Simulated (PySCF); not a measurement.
# C₆ coefficients of unlike pairs at CAM-B3LYP

Calculated with PySCF 2.14 from the dipole response of each species, C₆(A,B) = (3/π) ∫ α_A(iu) α_B(iu) du, in atomic units, from isotropic polarisabilities. For ions this is the dispersion term alone; charge-induced terms of lower order in 1/R come first.

```csv
species,configuration,basis,relativity,α (bohr³),C₆ (like pair)
Cs+,[Xe] (1S),def2-TZVPPD with the def2 core potential (46 electrons) (5s4p3d1f),core potential,15.37,127.5
Ga,[Ar] 3d10 4s2 4p1 (2P),def2-TZVPPD (7s5p5d1f),none,50.50,409.8
I+,[Kr] 4d10 5s2 5p4 (3P),aug-cc-pwCVTZ-DK3 (10s9p7d4f1g),spin-free X2C,20.17,174.5
Au,[Xe] 4f14 5d10 6s1 (2S),def2-QZVPPD with the def2 core potential (60 electrons) (7s5p4d4f2g),core potential,36.65,331.9
```

**Question.** Estimate C₆ for Ga with Cs+.

**Answer.** The integral gives 200.3. The combination rule 2 C_A C_B / (C_A α_B/α_A + C_B α_A/α_B) gives 192.2 and the geometric mean 228.6.

No spin-orbit coupling is included.

The other pairs:

```json
{"pair": "Au, Cs+", "C₆": "198.5"}
{"pair": "I+, Ga", "C₆": "244.4"}
{"pair": "Au, Ga", "C₆": "357.2"}
{"pair": "I+, Cs+", "C₆": "148.3"}
{"pair": "Au, I+", "C₆": "236.7"}
```
